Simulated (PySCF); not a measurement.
PySCF input for ZnHBr, SMILES [ZnH][Br], B3LYP-D3(BJ)/def2-TZVP. The structure is a stationary point at B3LYP-D3(BJ)/def2-TZVP.

```python
import numpy as np
from pyscf import gto, scf, dft, df
from pyscf.hessian import thermo

mol = gto.M(
    atom='''
    Zn    0.00000000    0.00000000   -1.17438443
    H     0.00000000    0.00000000   -2.69824658
    Br    0.00000000    0.00000000    1.08370798
    ''',
    basis='def2-TZVP',
    charge=0,
    spin=0,
    max_memory=1600,
    verbose=3,
)
mf = dft.RKS(mol, xc='b3lyp').density_fit(auxbasis='def2-universal-jkfit')
mf.disp = 'd3bj'
mf.grids.level = 3
mf.conv_tol = 1e-11
mf.max_cycle = 100
mf.kernel()

# analytic Hessian; the response equations are solved on a coarser grid
h, args, fine = mf.Hessian(), (mf.mo_energy, mf.mo_coeff, mf.mo_occ), mf.grids
h.max_memory = max(150, 2.5e-5 * df.make_auxmol(mol, mf.with_df.auxbasis).nao * mol.nelec[0] * (mol.nelec[0] + mol.nao))  # MB; small integral blocks
h1ao = h.make_h1(mf.mo_coeff, mf.mo_occ)
mf.grids = dft.Grids(mol).set(level=1).build(with_non0tab=True)
mo1, mo_e1 = h.solve_mo1(*args, h1ao)
mf.grids = fine
hess = h.hess_elec(*args, mo1, mo_e1, h1ao) + h.hess_nuc()
if mf.do_disp():
    hess += h.get_dispersion()
for i in range(mol.natm):  # the analytic DFT Hessian lacks the response of the grid: restore translational invariance
    hess[i, i] -= hess[i].sum(axis=0)
hess = (hess + hess.transpose(1, 0, 3, 2)) / 2
vib = thermo.harmonic_analysis(mol, hess, imaginary_freq=False)
thermo.dump_normal_mode(mol, vib)
th = thermo.thermo(mf, vib['freq_au'][vib['freq_au'] > 0], 298.15, 101325)
thermo.dump_thermo(mol, th)
g0 = mf.nuc_grad_method().set(verbose=0).kernel()

# dipole derivatives [dipole axis, atom, xyz] from the same response
r, irp = mol.intor('int1e_r'), mol.intor('int1e_irp').reshape(3, 3, mol.nao, mol.nao)
sl, dm0, ok = mol.aoslice_by_atom(), np.array(mf.make_rdm1()), []
dmu = np.einsum('a,xt->xat', mol.atom_charges(), np.eye(3))
for a, (_, _, p0, p1) in enumerate(sl):
    dmu[:, a] += 2 * np.einsum('xtij,ij->xt', irp[:, :, :, p0:p1], dm0.reshape(-1, mol.nao, mol.nao).sum(0)[:, p0:p1])
    for u, c, occ, f in [(mo1, mf.mo_coeff, mf.mo_occ, 4)]:
        dmu[:, a] -= f * np.einsum('tui,xuv,vi->xt', u[a], r, c[:, occ > 0], optimize=True)
L = vib['norm_mode']
ir = 974.8801 * (np.einsum('xat,kat->kx', dmu, L) ** 2).sum(1)       # km/mol
apt = np.einsum('xax->a', dmu) / 3
print('mode   freq/cm-1   IR/(km/mol)')
for k, w in enumerate(vib['freq_wavenumber']):
    print(f'{k + 1:4d} {w:11.2f} {ir[k]:13.3f}')
print('max |gradient| / (hartree/bohr):', abs(g0).max())
print('APT charges:', apt.round(4))
```

Log of the run:

```
converged SCF energy = -4354.2842710898

WARN: DFTD3 does not support analytical Hessian, using finite difference


WARN: Mole.unit (angstrom) is changed to Bohr

Mode                                 0                   1                   2
Irrep
Freq [cm^-1]                      304.4265            429.0407            429.0407
Reduced mass [au]                  44.2035              1.0566              1.0566
Force const [Dyne/A]                2.4136              0.1146              0.1146
Char temp [K]                     438.0020            617.2940            617.2940
Normal mode                   x     y     z       x     y     z       x     y     z
       0  Zn                -0.00  0.00  0.09    0.00 -0.03  0.00    0.03  0.00  0.00
       1   H                 0.00 -0.00  0.09   -0.01  0.97  0.00   -0.97 -0.01 -0.00
       2  Br                 0.00 -0.00 -0.08   -0.00  0.01 -0.00   -0.01 -0.00 -0.00
Mode                                 3
Irrep
Freq [cm^-1]                     1953.9820
Reduced mass [au]                   1.0238
Force const [Dyne/A]                2.3031
Char temp [K]                    2811.3450
Normal mode                   x     y     z
       0  Zn                -0.00  0.00  0.02
       1   H                 0.00 -0.00 -0.99
       2  Br                 0.00 -0.00 -0.00
temperature 298.1500 [K]
pressure 101325.00 [Pa]
Rotational constants [GHz] inf 2.64587 2.64587
Symmetry number 1
Zero-point energy (ZPE) 0.00710 [Eh]   18640.749 [J/mol]
                           tot       elec      trans        rot        vib
Entropy [J/mol/K]       256.815      0.000    170.925     72.846     13.044
Cv [J/mol/K]             39.587      0.000     12.472      8.314     18.801
Cp [J/mol/K]             47.902      0.000     20.786      8.314     18.801
Internal energy [J/mol]                      3718.434   2478.956  21212.921
Internal energy [Eh]   -4354.27383  -4354.28427
Enthalpy [J/mol]                             6197.391   2478.956  21212.921
Enthalpy [Eh]          -4354.27289
Gibbs free energy [J/mol]                  -44763.820 -19239.945  17323.722
Gibbs free energy [Eh] -4354.30205
mode   freq/cm-1   IR/(km/mol)
   1      304.43        20.682
   2      429.04        58.936
   3      429.04        58.936
   4     1953.98        92.301
max |gradient| / (hartree/bohr): 2.3853459341292247e-05
APT charges: [ 0.7548 -0.255  -0.4998]
```

Self-consistency was reached.
